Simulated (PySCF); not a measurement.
Record of a relaxation.

Species: [Cu(OAc)2]-, C4H6CuO4 (charge -1 and singlet state).
Bonds: Cu1–O2, Cu1–O9, O2–C3, C3–C4, C3–O5, O9–C10, C10–C11, C10–O12. Hydrogens: H6, H7, H8 on C4; H13, H14, H15 on C11.

Method: PBE0-D3(BJ)/def2-SVP geometry optimisation, gas phase (PySCF); density fitting, grid level 1; the optimiser is geomeTRIC in internal coordinates, started from a GFN2-xTB structure with every atom displaced at random (about 0.03 Å). 6 of its 9 geometries are shown. The frame can shift and turn from step to step; on so coarse a grid that alone can change the energy by a few meV, and forces under 0.02 eV/Å are noise.

Step 0: E = -57043.2593 eV, largest atomic force 3.938 eV/Å
```
atom  x, y, z in Å  |  force x, y, z in eV/Å
Cu1     0.061   -0.084    0.016   -0.153   0.230   0.625
O2      0.009    0.081    1.814   -0.523  -0.725   0.774
C3      0.182    1.207    2.370    2.211   0.478   0.877
C4      0.330    1.124    3.921   -3.717   0.486  -1.205
O5      0.437    2.269    1.819   -0.570   0.367  -0.121
H6      0.414    2.108    4.360    0.574   0.511   0.174
H7      1.019    0.402    4.251    1.374  -1.083   0.436
H8     -0.694    0.769    4.243    0.772  -0.008   0.087
O9     -0.029   -0.091   -1.754   -0.151  -1.212  -2.369
C10    -0.255   -1.227   -2.367    0.277   1.866  -0.325
C11    -0.253   -1.120   -3.905   -0.285  -0.353   0.831
O12    -0.445   -2.296   -1.842   -0.216  -1.258   0.577
H13    -0.510   -2.051   -4.407    0.264  -0.555   0.117
H14     0.697   -0.739   -4.229    0.855   0.238  -0.369
H15    -0.995   -0.427   -4.247   -0.711   1.017  -0.108
```

Step 2: E = -57043.6021 eV, largest atomic force 1.103 eV/Å
```
atom  x, y, z in Å  |  force x, y, z in eV/Å
Cu1     0.063   -0.020    0.009   -0.054   0.039   0.033
O2      0.085    0.105    1.877    0.222  -0.029   0.425
C3      0.300    1.219    2.485   -0.646   0.123  -0.571
C4      0.229    1.146    4.008    0.842  -0.241   0.153
O5      0.473    2.308    1.951    0.238   0.115   0.019
H6      0.405    2.146    4.445   -0.019  -0.254  -0.097
H7      1.005    0.427    4.371   -0.387   0.333  -0.058
H8     -0.741    0.762    4.333   -0.237  -0.123   0.024
O9     -0.009   -0.091   -1.859    0.079   0.409  -0.992
C10    -0.237   -1.188   -2.485   -0.075  -0.516   0.972
C11    -0.291   -1.176   -4.012    0.096   0.776  -0.086
O12    -0.420   -2.261   -1.921   -0.094  -0.572  -0.052
H13    -0.509   -2.186   -4.404    0.006   0.281   0.191
H14     0.681   -0.821   -4.414   -0.281  -0.043   0.040
H15    -1.067   -0.446   -4.340    0.309  -0.298  -0.002
```

Step 3: E = -57043.6951 eV, largest atomic force 0.512 eV/Å
```
atom  x, y, z in Å  |  force x, y, z in eV/Å
Cu1     0.020   -0.038    0.010   -0.051   0.068   0.034
O2      0.034    0.122    1.870   -0.128   0.008   0.065
C3      0.238    1.252    2.446    0.482  -0.121  -0.123
C4      0.251    1.146    3.971    0.026   0.001   0.050
O5      0.470    2.327    1.907   -0.172   0.025   0.008
H6      0.467    2.125    4.423   -0.021  -0.052  -0.004
H7      1.010    0.407    4.291   -0.115   0.111  -0.082
H8     -0.722    0.776    4.325   -0.053  -0.030   0.059
O9     -0.039   -0.151   -1.851    0.028  -0.056  -0.044
C10    -0.251   -1.271   -2.442   -0.029  -0.035   0.079
C11    -0.270   -1.140   -3.966   -0.003   0.047  -0.059
O12    -0.431   -2.366   -1.920    0.032   0.090  -0.027
H13    -0.472   -2.113   -4.435   -0.009   0.045   0.000
H14     0.700   -0.749   -4.319   -0.065  -0.017   0.027
H15    -1.038   -0.404   -4.265    0.077  -0.085   0.016
```

Step 5: E = -57043.7032 eV, largest atomic force 0.074 eV/Å
```
atom  x, y, z in Å  |  force x, y, z in eV/Å
Cu1     0.023   -0.028    0.007   -0.024   0.036   0.007
O2      0.055    0.111    1.867    0.014  -0.046   0.056
C3      0.267    1.240    2.439   -0.018   0.014  -0.031
C4      0.247    1.144    3.966    0.007  -0.007  -0.006
O5      0.468    2.319    1.897    0.006   0.013  -0.006
H6      0.440    2.125    4.421    0.000  -0.001  -0.002
H7      1.004    0.418    4.303    0.001  -0.003   0.003
H8     -0.730    0.762    4.301   -0.002  -0.003  -0.001
O9     -0.036   -0.138   -1.854    0.017   0.014  -0.027
C10    -0.252   -1.261   -2.435   -0.005  -0.010   0.011
C11    -0.272   -1.141   -3.960    0.001  -0.006  -0.003
O12    -0.431   -2.350   -1.904    0.004  -0.001  -0.001
H13    -0.478   -2.114   -4.426   -0.001  -0.001  -0.003
H14     0.696   -0.755   -4.314    0.001   0.001   0.001
H15    -1.035   -0.408   -4.266   -0.002   0.000   0.001
```

Step 6: E = -57043.7037 eV, largest atomic force 0.049 eV/Å
```
atom  x, y, z in Å  |  force x, y, z in eV/Å
Cu1     0.012   -0.015    0.006   -0.012   0.013  -0.007
O2      0.048    0.112    1.868   -0.008  -0.014  -0.016
C3      0.260    1.242    2.438    0.034  -0.024   0.004
C4      0.249    1.139    3.964    0.032   0.028   0.024
O5      0.461    2.323    1.896   -0.020  -0.014  -0.002
H6      0.447    2.117    4.422   -0.009  -0.004   0.004
H7      1.007    0.410    4.293   -0.012   0.009  -0.011
H8     -0.726    0.756    4.303   -0.014  -0.002   0.006
O9     -0.040   -0.127   -1.857    0.010   0.034  -0.032
C10    -0.253   -1.252   -2.433   -0.001  -0.035   0.029
C11    -0.268   -1.145   -3.959    0.006   0.019  -0.003
O12    -0.431   -2.338   -1.895   -0.001  -0.009  -0.002
H13    -0.471   -2.123   -4.417   -0.002   0.009   0.004
H14     0.702   -0.761   -4.313   -0.010  -0.001   0.002
H15    -1.031   -0.415   -4.273    0.007  -0.010  -0.001
```

Step 8: E = -57043.7042 eV, largest atomic force under 0.02 eV/Å
```
atom  x, y, z in Å  |  force x, y, z in eV/Å
Cu1    -0.005   -0.003    0.004    0.006  -0.011  -0.012
O2      0.039    0.096    1.869   -0.007   0.003   0.017
C3      0.249    1.228    2.435    0.010  -0.003  -0.006
C4      0.254    1.136    3.962    0.006  -0.008   0.003
O5      0.435    2.308    1.887   -0.005   0.006  -0.001
H6      0.451    2.118    4.413   -0.004  -0.001  -0.003
H7      1.018    0.413    4.288   -0.002   0.002  -0.002
H8     -0.716    0.750    4.313   -0.003   0.001   0.003
O9     -0.045   -0.109   -1.862    0.001   0.013  -0.002
C10    -0.255   -1.240   -2.430   -0.013  -0.003   0.003
C11    -0.258   -1.145   -3.956    0.006   0.001   0.000
O12    -0.441   -2.321   -1.883    0.005  -0.001   0.000
H13    -0.461   -2.125   -4.408    0.001   0.001   0.000
H14     0.717   -0.768   -4.305   -0.002   0.000  -0.002
H15    -1.014   -0.415   -4.283    0.001  -0.002   0.002
```

**Question.** Summarise the path.

**Answer.** The energy falls by 10.26 kcal/mol from step 0 to step 8; nine tenths of that is first reached at step 3. It falls at every step. The largest force goes from 3.938 to under 0.02 eV/Å. Among the bonds Cu1–O9 changes most, from 1.773 to 1.869 Å; the atoms move by 0.076 Å rms after alignment.

**Question.** Follow the three bonds and two angles with the largest change from start to end.

**Answer.** 
| step | E above end (kcal/mol) | largest force (eV/Å) | Cu1–O9 (Å) | Cu1–O2 (Å) | C4–H7 (Å) | C3–C4–H8 (°) | H6–C4–H7 (°) |
| --- | --- | --- | --- | --- | --- | --- | --- |
| 0 | 10.26 | 3.938 | 1.773 | 1.807 | 1.051 | 102.3 | 116.5 |
| 1 | 2.57 | 1.216 | 1.830 | 1.846 | 1.096 | 108.1 | 113.6 |
| 2 | 2.35 | 1.103 | 1.871 | 1.872 | 1.118 | 110.8 | 110.1 |
| 3 | 0.21 | 0.512 | 1.865 | 1.867 | 1.106 | 109.6 | 109.9 |
| 4 | 0.07 | 0.186 | 1.862 | 1.863 | 1.099 | 109.7 | 110.2 |
| 5 | 0.02 | 0.074 | 1.865 | 1.865 | 1.101 | 109.7 | 110.0 |
| 6 | 0.01 | 0.049 | 1.867 | 1.867 | 1.102 | 109.7 | 109.9 |
| 7 | 0.00 | 0.056 | 1.870 | 1.868 | 1.102 | 109.7 | 109.8 |
| 8 | 0.00 | under 0.02 | 1.869 | 1.869 | 1.101 | 109.7 | 109.9 |

What follows is the cost of the whole optimisation. The run took 6.0 min wall, 5.2 min CPU on one thread, AMD EPYC (x86_64), shared host with 64 logical CPUs at a one-minute load of 60, and the process peaked at 0.74 GiB of memory.
